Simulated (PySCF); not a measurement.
Sb(F)2(OMe) (CH₃F₂OSb), SMILES C[O][Sb]([F])[F].

The structure is a stationary point at B3LYP-D3(BJ)/def2-SVP. The def2 effective core potentials stand for the cores of Sb; spin–orbit coupling is left out. One conformer was computed; it need not be the lowest.

Two levels are set side by side: TDA-PBE/def2-SVPD (PySCF) and TDA-M06-2X/def2-SVPD (PySCF). Vertical, same geometry. The lowest singlet is HOMO→LUMO+1 99 % with PBE and HOMO→LUMO+1 59 %, HOMO−1→LUMO 32 % with the other functional; states are paired by order. Differences are taken from unrounded values.

```json
[
 {"quantity": "lowest singlet excitation (eV)", "TDA-PBE": "4.84"},
 {"quantity": "lowest triplet excitation (TDA) (eV)", "TDA-PBE": "4.44"},
 {"quantity": "first bright state (f over 0.05) (eV)", "TDA-PBE": "6.79"},
 {"quantity": "its oscillator strength", "TDA-PBE": "0.05"}
]
```

Task: These are the TDA-PBE values. What does TDA-M06-2X give? (Estimate from the structure and the level; the computed values follow.)

Result: 
```tsv
quantity	TDA-M06-2X	TDA-PBE minus TDA-M06-2X
lowest singlet excitation (eV)	6.51	-1.67
lowest triplet excitation (TDA) (eV)	5.17	-0.73
first bright state (f over 0.05) (eV)	6.67	0.12
its oscillator strength	0.06	-0.01
```

A lower first singlet is the usual sign of a functional without exact exchange. Differences between two approximate levels are no errors against the true value.

Rough cost on one machine, each run with all the roots and properties that it gave: TDA-M06-2X against TDA-PBE about 9 times.
